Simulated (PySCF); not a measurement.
Problem. Write a Z-matrix for `C(N)=c1ccc(cc1)=C` as optimised with PBE/def2-SV(P).

Solution. 
Z-matrix in Å and degrees, rows numbered from 1:
```
C 
C   1  1.3733
C   2  1.4609  1  122.62
C   3  1.3671  2  122.02  1   180.00
C   4  1.4529  3  122.21  2     0.09
C   5  1.3870  4  119.83  3   179.84
N   6  1.3715  5  127.33  4   177.19
C   5  1.4533  4  116.18  3    -0.11
C   8  1.3680  5  121.75  4     0.09
H   1  1.1036  2  121.16  3  -179.94
H   1  1.1036  2  121.17  3     0.05
H   3  1.1033  2  117.99  1    -0.00
H   4  1.1046  3  119.77  2  -179.96
H   6  1.1040  5  118.66  4     0.12
H   7  1.0209  6  118.67  5   163.77
H   7  1.0226  6  119.53  5    13.25
H   8  1.1047  5  119.75  4  -179.61
H   9  1.1037  2  117.82  1    -0.09
```

Of the pairs four or more bonds apart, H16···H17 is among the closest relative to their van der Waals radii: 2.17 Å, 90 % of the sum of Bondi's values. The 6-membered ring C2–C3–C4–C5–C8–C9 has internal angles of 115.4° to 122.4° (sum 720°, against 720° for a flat polygon); it is planar, 0.00 Å rms from its mean plane, widest ring torsion 0°. The 9 heavy atoms lie in one plane (0.012 Å rms). The 8 C–C bonds span 1.367 Å (C3–C4, drawn aromatic) to 1.461 Å (C2–C9, drawn aromatic), a spread of 0.094 Å.

Theory: PBE/def2-SV(P) geometry optimisation, gas phase (PySCF).

Point group: near Cs, missed by 0.34 Å at most; the miss may be what the optimiser left on a soft mode. Whether it is a minimum is left open (no frequencies).
